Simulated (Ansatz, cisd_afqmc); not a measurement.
System: BHBr, charge 0, doublet. BHBr (SMILES [BH]Br, doublet).
B3LYP-D3(BJ)/def2-TZVP minimum from Ansatz (a program for electronic structure):
```xyz
3

B     -0.8850    -1.2987     0.2227
H     -1.8752    -1.5153    -0.3973
Br     0.1800     0.2288    -0.0205
```
Charge 0, spin multiplicity 2.

Atomisation energy term by term, kcal/mol (programs: Ansatz, cisd_afqmc). Open shells are spin-unrestricted; no spin-orbit coupling. Correlated methods leave the cores frozen (noble-gas shells, and filled d and f shells in the p block). No relativity. AFQMC/CISD: phaseless, guided by CISD from CCSD amplitudes; bars are statistical, one sigma. Outlying blocks are dropped, and bars are widened where a walk drifts. Over all cases where full CI ran beside it in this data, AFQMC minus full CI had a median of +0.1 mEh and passed +0.4 mEh in a tenth of the cases. CBS(X,Y): correlation extrapolated as X^-3, Hartree-Fock from the larger set (Q,5: extrapolated as (X+1)exp(-9√X)). A bracket is a step between two methods taken in the basis named. For partners of very few electrons the exact lower level stands in for a higher one. Spin-orbit terms, left out, reach several kcal/mol for Br and I, and more for heavier atoms.

| term | basis | kcal/mol |
|---|---|---|
| Hartree-Fock | CBS(cc-pVQZ,cc-pV5Z) | 137.44 |
| CCSD correlation | CBS(cc-pVQZ,cc-pV5Z) | 31.53 |
| (T) | CBS(cc-pVQZ,cc-pV5Z) | 3.53 |
| CCSDT(Q) - CCSD(T) | cc-pVQZ | 0.20 |
| CCSDTQ - CCSDT(Q) | cc-pVDZ | -0.03 |
| sum: De |  | 172.7 |

The step beyond CCSD(T) by other levels: CCSDTQ in cc-pVDZ 0.27; AFQMC/CISD in cc-pVDZ 0.31 ± 0.10; CCSDT(Q) in cc-pVDZ 0.31; CCSDT(Q) in cc-pVTZ 0.24 kcal/mol.
